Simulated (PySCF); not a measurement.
LDA on K⁻ (potassium, charge -1), [Ar] 4s2, closed-shell 1S. All numbers are calculated (PySCF 2.14, the non-relativistic Hamiltonian (point nucleus), in dyall-acv3z).

```
cycle= 1 E= -598.22443929329  delta_E= -0.0207  |g|= 0.0495  |ddm|= 0.414
cycle= 2 E= -598.22041071152  delta_E= 0.00403  |g|= 0.0464  |ddm|= 1.02
cycle= 3 E= -598.226261271729  delta_E= -0.00585  |g|= 0.0204  |ddm|= 0.936
cycle= 4 E= -598.227086552723  delta_E= -0.000825  |g|= 0.0021  |ddm|= 0.12
cycle= 5 E= -598.227117365775  delta_E= -3.08e-05  |g|= 0.00117  |ddm|= 0.0559
cycle= 6 E= -598.22712497002  delta_E= -7.6e-06  |g|= 0.000163  |ddm|= 0.0176
cycle= 7 E= -598.227125122854  delta_E= -1.53e-07  |g|= 1.12e-05  |ddm|= 0.00348
cycle= 8 E= -598.22712512346  delta_E= -6.06e-10  |g|= 2.63e-06  |ddm|= 0.000402
converged SCF energy = -598.22712512346  <S^2> = -7.1054274e-15  2S+1 = 1
```

Highest occupied orbital energy: 0.664 eV; ⟨L²⟩ = 0.00; populations by l: s 8.00, p 12.00, d 0.00, f 0.00.

Task: Can this result be used?

Result: With care. The run converged. At LDA the highest occupied level has a positive energy, so only the finite basis holds that electron; in a semilocal or global hybrid functional this comes from self-interaction and does not mean that the real anion is unbound.
